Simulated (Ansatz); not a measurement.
Born–Oppenheimer molecular dynamics of ClF2GeHO (6 atoms, charge 0, multiplicity 1). It starts from a relaxed structure.

Level of theory: RKS CAM-B3LYP-D4/def2-SVP in Ansatz.

- ensemble: NVT, Langevin thermostat
- time step: 0.5 fs
- steps asked: 150
- set temperature: 300 K
- friction: 0.005 /fs
- seed: 764974

Frames 1 fs apart, positions in Å, forces in eV/Å.

Velocities at 35 fs (Å/ps):

```
Ge -0.69 0.79 -0.29
O -2.06 -0.45 -1.06
H 12.50 2.23 -8.10
Cl 2.03 1.31 -1.79
F -3.35 -1.61 4.58
F 1.75 -0.82 -2.52
```

```xyz
6
Properties=species:S:1:pos:R:3:forces:R:3 time_fs=35 energy_less_start_eV=0.084 T=105
Ge 0.027 -0.017 0.006 1.36 -0.96 0.91
O 0.116 -0.134 1.749 -0.29 0.15 -0.43
H -0.560 0.393 2.200 0.02 -0.09 0.00
Cl 2.015 0.066 -0.695 -0.11 0.13 -0.10
F -0.954 1.248 -0.469 -0.73 1.31 -0.32
F -0.715 -1.345 -0.738 -0.25 -0.53 -0.07
6
Properties=species:S:1:pos:R:3:forces:R:3 time_fs=36 energy_less_start_eV=0.089 T=100
Ge 0.026 -0.016 0.006 1.42 -1.04 0.86
O 0.114 -0.134 1.748 0.11 -0.17 -0.69
H -0.549 0.396 2.192 -0.39 0.23 0.29
Cl 2.017 0.067 -0.697 -0.17 0.13 -0.08
F -0.958 1.247 -0.464 -0.75 1.34 -0.33
F -0.714 -1.346 -0.741 -0.22 -0.49 -0.05
6
Properties=species:S:1:pos:R:3:forces:R:3 time_fs=37 energy_less_start_eV=0.091 T=108
Ge 0.026 -0.015 0.006 1.44 -1.08 0.79
O 0.113 -0.135 1.747 0.26 -0.30 -0.79
H -0.542 0.401 2.188 -0.54 0.36 0.41
Cl 2.019 0.068 -0.699 -0.22 0.14 -0.06
F -0.962 1.247 -0.460 -0.74 1.33 -0.33
F -0.712 -1.347 -0.744 -0.20 -0.44 -0.02
6
Properties=species:S:1:pos:R:3:forces:R:3 time_fs=38 energy_less_start_eV=0.087 T=118
Ge 0.025 -0.015 0.006 1.43 -1.08 0.71
O 0.111 -0.136 1.746 0.09 -0.17 -0.64
H -0.541 0.408 2.188 -0.37 0.22 0.29
Cl 2.021 0.070 -0.702 -0.27 0.14 -0.04
F -0.967 1.247 -0.456 -0.71 1.29 -0.32
F -0.710 -1.348 -0.747 -0.18 -0.40 0.00
6
Properties=species:S:1:pos:R:3:forces:R:3 time_fs=39 energy_less_start_eV=0.081 T=111
Ge 0.025 -0.015 0.006 1.37 -1.03 0.61
O 0.110 -0.137 1.745 -0.17 0.05 -0.40
H -0.543 0.415 2.193 -0.09 -0.01 0.08
Cl 2.023 0.071 -0.704 -0.33 0.14 -0.02
F -0.972 1.248 -0.452 -0.64 1.20 -0.29
F -0.708 -1.349 -0.750 -0.15 -0.36 0.02
6
Properties=species:S:1:pos:R:3:forces:R:3 time_fs=40 energy_less_start_eV=0.076 T=118
Ge 0.026 -0.015 0.006 1.29 -0.95 0.50
O 0.108 -0.138 1.743 -0.37 0.22 -0.19
H -0.544 0.420 2.199 0.13 -0.19 -0.09
Cl 2.025 0.073 -0.706 -0.37 0.14 0.00
F -0.977 1.250 -0.448 -0.55 1.09 -0.26
F -0.706 -1.350 -0.753 -0.13 -0.31 0.05
6
Properties=species:S:1:pos:R:3:forces:R:3 time_fs=41 energy_less_start_eV=0.072 T=118
Ge 0.026 -0.015 0.007 1.17 -0.87 0.37
O 0.106 -0.138 1.742 -0.43 0.28 -0.07
H -0.545 0.422 2.201 0.21 -0.27 -0.17
Cl 2.026 0.074 -0.708 -0.41 0.14 0.01
F -0.983 1.252 -0.444 -0.45 0.96 -0.22
F -0.704 -1.352 -0.756 -0.10 -0.24 0.08
6
Properties=species:S:1:pos:R:3:forces:R:3 time_fs=42 energy_less_start_eV=0.066 T=137
Ge 0.027 -0.015 0.007 1.03 -0.77 0.24
O 0.105 -0.137 1.740 -0.36 0.21 -0.06
H -0.543 0.422 2.202 0.16 -0.22 -0.14
Cl 2.028 0.076 -0.711 -0.43 0.15 0.03
F -0.988 1.256 -0.441 -0.33 0.81 -0.18
F -0.702 -1.354 -0.760 -0.07 -0.18 0.12
6
Properties=species:S:1:pos:R:3:forces:R:3 time_fs=43 energy_less_start_eV=0.060 T=141
Ge 0.027 -0.016 0.007 0.88 -0.64 0.10
O 0.103 -0.137 1.739 -0.14 0.02 -0.17
H -0.538 0.418 2.201 -0.05 -0.04 0.00
Cl 2.029 0.077 -0.712 -0.46 0.15 0.04
F -0.995 1.259 -0.437 -0.19 0.63 -0.13
F -0.700 -1.355 -0.763 -0.03 -0.12 0.15
6
Properties=species:S:1:pos:R:3:forces:R:3 time_fs=44 energy_less_start_eV=0.058 T=147
Ge 0.029 -0.017 0.008 0.71 -0.48 -0.04
O 0.102 -0.137 1.737 0.08 -0.17 -0.28
H -0.536 0.413 2.200 -0.26 0.14 0.15
Cl 2.030 0.079 -0.714 -0.49 0.15 0.05
F -1.001 1.263 -0.433 -0.03 0.43 -0.07
F -0.698 -1.357 -0.766 -0.01 -0.07 0.18
6
Properties=species:S:1:pos:R:3:forces:R:3 time_fs=45 energy_less_start_eV=0.058 T=145
Ge 0.030 -0.018 0.008 0.54 -0.30 -0.15
O 0.102 -0.136 1.736 0.21 -0.29 -0.32
H -0.534 0.408 2.201 -0.38 0.24 0.22
Cl 2.031 0.081 -0.715 -0.51 0.15 0.06
F -1.008 1.267 -0.430 0.13 0.23 -0.01
F -0.695 -1.358 -0.769 0.01 -0.03 0.20
6
Properties=species:S:1:pos:R:3:forces:R:3 time_fs=46 energy_less_start_eV=0.058 T=153
Ge 0.031 -0.019 0.009 0.37 -0.13 -0.28
O 0.101 -0.137 1.735 0.15 -0.24 -0.20
H -0.535 0.406 2.206 -0.31 0.18 0.15
Cl 2.033 0.083 -0.716 -0.52 0.15 0.07
F -1.014 1.271 -0.426 0.28 0.03 0.05
F -0.693 -1.360 -0.772 0.03 0.02 0.23
```

Of the whole run (75 fs, mean temperature of the second half 124 K): The mean temperature of the second half is 59 % below the set value. A run of 0.075 ps of so small a system gives no equilibrium averages.

Run time: 5.4 min on 2 threads of AMD EPYC 7B13 (Zen 3), with other jobs on the host, peak memory 0.27 GiB.
